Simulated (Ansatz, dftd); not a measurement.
Reaction: C2H7B (dimethylborane, SMILES CBC) → C2H6B (SMILES C[B]C, doublet) + H (doublet) (the B-H bond breaks)
Each species at its own B3LYP-D3(BJ)/def2-TZVP minimum (Ansatz, a quantum-chemistry and plane-wave program).

Wanted: bond dissociation energy (electronic), in kJ/mol. UHF or UKS for unpaired electrons; spin-orbit terms are left out. Correlated methods leave the cores frozen. No relativity. Double hybrids freeze cores in their MP2 part. For partners of very few electrons the exact lower level stands in for a higher one.

| level | program | bond dissociation energy (kJ/mol) |
|---|---|---|
| r2SCAN/def2-TZVPD | Ansatz | 432.4 |
| B2PLYP/def2-TZVPD | Ansatz | 447.5 |
| B2GP-PLYP-D4/def2-TZVPD | Ansatz + dftd4 | 447.9 |
| MP2/cc-pVTZ | Ansatz | 443.9 |
| CCSDT(Q)/cc-pVDZ | Ansatz | 438.4 |
